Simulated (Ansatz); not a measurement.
Cl2Te, charge +1, doublet, at a GFN2-xTB geometry (a state made from the parent by changing its charge; the spin is typed, not shown lowest) (all electrons, no relativity), with bond 2-1 at 1.4 times its length; SC-NEVPT2/STO-3G, CASSCF(3,3) (Ansatz, a program for electronic structure).

Here is a job for Ansatz.
Ansatz 0.2 input:
```yaml
crystal:
  periodic: [false, false, false]
  atoms:
    - {symbol: Te, position_ang: [0.01718775, -0.01381991, 0.55572680]}
    - {symbol: Cl, position_ang: [1.53992222, 1.94194191, -1.41375891]}
    - {symbol: Cl, position_ang: [-1.15742953, -1.34088016, -0.84882152]}
basis:
  gaussian:
    orbitals: STO-3G
total_charge: 1
correlation: {method: sc_nevpt2, electrons: all, active_space: {window: {electrons: 3, orbitals: 3}}}
magnetization: {spin_polarized: false, initial_magnetization: 1}
```

It wrote (shortened):

```
Functional definition: HF
469 factors; integrals over basis functions are off by at most 1.4e-5 eV
mean field evaluation 1: about -202879.5830 eV, gradient 1.9e1 eV
mean field evaluation 2: about -202879.5981 eV, gradient 1.9e1 eV
mean field evaluation 4: about -202885.8286 eV, gradient 6.8e0 eV
mean field evaluation 8: about -202886.8943 eV, gradient 1.0e-1 eV
mean field evaluation 16: about -202887.4551 eV, gradient 6.9e-2 eV
mean field evaluation 32: about -202887.3265 eV, gradient 2.8e0 eV
mean field evaluation 64: about -202884.1011 eV, gradient 1.0e1 eV
mean field evaluation 96: about -202887.4524 eV, gradient 1.0e-2 eV
mean field evaluation 128: about -202887.3813 eV, gradient 8.8e-1 eV
mean field evaluation 160: about -202886.7493 eV, gradient 2.9e0 eV
mean field -202887.45245427 eV, -7455.9763556399 hartree, gradient 1.7e-6 eV, S^2 0.750000; 17 other end points of the search recorded, 0 dependent functions left out
reference -202887.45245427 eV, -7455.9763556399 hartree; 43, 42 occupied and 2, 3 virtual orbitals, 469 factors
state -202889.04566920 eV, -7456.0349052087 hartree
state -202889.04566920 eV, -7456.0349052087 hartree; corrected -202889.67999146 eV, -7456.0582161217 hartree
Total energy: -202889.67999146 eV, -7456.0582161217 hartree
```
